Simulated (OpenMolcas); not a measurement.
Computed levels of Pr2+

```json
{
 "Program": "OpenMolcas",
 "Method": "CASSCF",
 "Basis": "ANO-RCC-VTZP [8s7p5d3f2g1h]",
 "Scalar Hamiltonian": "DKH2, point nucleus",
 "Active space": "3 electrons in 7 orbitals (4f)",
 "State averaging": "2S+1 = 4 odd, 35 roots (21 in the spin-orbit step); 2S+1 = 2 odd, 96 roots kept (CI in the orbitals of an earlier block, 35 in the spin-orbit step)",
 "Spin-orbit coupling": "state interaction with AMFI integrals over the reference wave functions, term energies averaged over their components"
}
```

Spin-free terms above the lowest, with the occupations of the reference:

| Configuration | Term | E (cm-1) | Occupations |
| --- | --- | --- | --- |
| 4f3 | 4I* | 0.0 | 4f 3.00 |
| 4f3 | 2H* | 12245 | 4f 3.00 |
| 4f3 | 4F* | 12553 | 4f 3.00 |
| 4f3 | 4S* | 12553 | 4f 3.00 |

With spin-orbit coupling, above the lowest level:

| Configuration | Term | J | E (cm-1) | Measured (cm-1) | g | Term weight % |
| --- | --- | --- | --- | --- | --- | --- |
| 4f3 | 4I* | 9/2 | 0.0 | 0.0 | 0.730 | 98 |
| 4f3 | 4I* | 11/2 | 1476 | 1398 | 0.966 | 99 |
| 4f3 | 4I* | 13/2 | 3089 | 2893 | 1.108 | 100 |
| 4f3 | 4I* | 15/2 | 4795 | 4454 | 1.200 | 99 |
| 4f3 | 2H* | 9/2 | 13438 | 10033 | 0.946 | 83 |
| 4f3 | 4F* | 3/2 | 13885 | 9371 | 0.399 | 100 |
| 4f3 | 4F* | 5/2 | 14482 | 10138 | 1.029 | 100 |
| 4f3 | 4F* | 7/2 | 15107 | 10859 | 1.218 | 94 |
| 4f3 | 4S* | 3/2 | 15318 | 10950 | 2.002 | 100 |

Against the 8 measured excited levels shown (Martin, Zalubas and Hagan, Atomic Energy Levels: The Rare-Earth Elements, NSRDS-NBS 60 (1978); the list in Maison, Palmeri and Quinet, J. Phys. B 58, 015001 (2025)) the mean absolute deviation is 2700 cm-1; the largest miss in energy is 4f3 4F* 3/2: computed 13885, measured 9371 cm-1 (+48.2 %).

Spin-orbit coupling puts the lowest level 2765 cm-1 below the lowest spin-free term.

For 4I* the intervals divided by the larger J are 268.3, 248.2, 227.5 cm-1. Landé's interval rule makes them equal in pure LS coupling; they differ by 16 % of their mean. The multiplet is regular.

High states are left out of the spin-orbit mixing, which shifts the levels that they would mix with. Without dynamic correlation excited terms often stand tens of per cent too high (terms of higher spin than the ground term too low), and those without a measured partner can miss by more than the paired ones. Terms from blocks run as CI alone lack orbitals of their own. Computed and measured levels are paired by configuration, term and J; levels that our copy of the source lacks, or whose pairing is in doubt (as where it misses far off the trend of its configuration), stay unpaired and out of the deviations. Only configurations of the active space appear. The first state left out of the spin-orbit step lies near 20000 cm-1 above the lowest spin-free state of the reference (among the parities and spins computed), and the list stops at four fifths of that energy or lower.

The RASSCF and RASSI steps took 38 s on 1 thread of Intel(R) Xeon(R) Platinum 8488C (Sapphire Rapids), on a shared host; the integral step is not counted.

The term weight is that of the spin-free term in the level, not the purity of its configuration. * marks odd parity.
